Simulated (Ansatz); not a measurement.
Cu4Ag⁺, relaxed as a singlet with RKS PBE-D4/def2-SVP in Ansatz, starting from the GFN1-xTB geometry. Force threshold 0.02 eV/Å.

In the def2 sets Ag takes a core potential; there is no spin–orbit coupling. The restricted singlet is unstable towards broken spin symmetry in Hartree–Fock (as tested in another run); at PBE-D4/def2-SVP this wasn't settled. The structure comes from a short search, and lower isomers may exist.

Start:

```xyz
5

Ag   -0.3800   -1.5208    1.4637
Cu   -0.2594   -1.6130   -1.0337
Cu    1.2011    0.1360   -0.0347
Cu    0.4891    2.4193   -0.2032
Cu   -1.0509    0.5785   -0.1920
```

(1) Estimate the energy that the relaxation releases and the steps that it takes.

(2) Does the start keep its bonding and symmetry?

(3) Predict the relaxed structure.

## Answers

(1) 6.5 kcal/mol, in 16 steps; 29 s on 4 threads of Intel Xeon Platinum 8375C on a shared host. The force fell under the threshold at step 7, but the optimiser went on and released 0.240 eV more. No frequencies were taken in this run, so the end may be a saddle point.

(2) Bonds formed: Cu2–Cu4 (atoms count from 1). Point group Cs at the start, C3v at the end, both within 0.05 Å.

(3) 
```
atom    x (Å)    y (Å)    z (Å)
 Ag1  -0.4277  -1.8034   1.1825
 Cu2  -0.0475  -0.6998  -1.1618
 Cu3   1.1872   0.1832   0.6315
 Cu4   0.4034   1.7010  -1.1154
 Cu5  -1.1154   0.6190   0.4632
```
Bond lengths (bridged metal pairs left out): 6 × Cu–Cu 2.35 to 2.44 Å; 3 × Ag–Cu 2.62 Å.
